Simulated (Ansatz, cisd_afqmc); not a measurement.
Species: Sb, charge 0, quartet.

Total energies in def2-QZVPP, 5 correlated electrons, 9 frozen orbitals. Open shells are spin-unrestricted; no spin-orbit coupling. Correlated methods leave the cores frozen (noble-gas shells, and filled d and f shells in the p block). Past Kr the def2 sets carry scalar-relativistic core potentials. AFQMC/CISD: phaseless, guided by CISD from CCSD amplitudes; bars are statistical, one sigma. Outlying blocks are dropped, and bars are widened where a walk drifts. Over all cases where full CI ran beside it in this data, AFQMC minus full CI had a median of +0.1 mEh and passed +0.4 mEh in a tenth of the cases. Spin-orbit terms, left out, reach several kcal/mol for Br and I, and more for heavier atoms.

```
method         program         energy (Eh)  minus CCSDT(Q) (mEh)
----------  ----------  ------------------  --------------------
HF              Ansatz          -239.27798                 80.76
MP2             Ansatz          -239.34404                 14.69
CCSD            Ansatz          -239.35513                  3.61
CCSD(T)         Ansatz          -239.35812                  0.61
CCSDT(Q)        Ansatz          -239.35874                  0.00
AFQMC/CISD  cisd_afqmc  -239.3587 ± 0.0001             0.0 ± 0.1
```

Ansatz is a first-principles code.
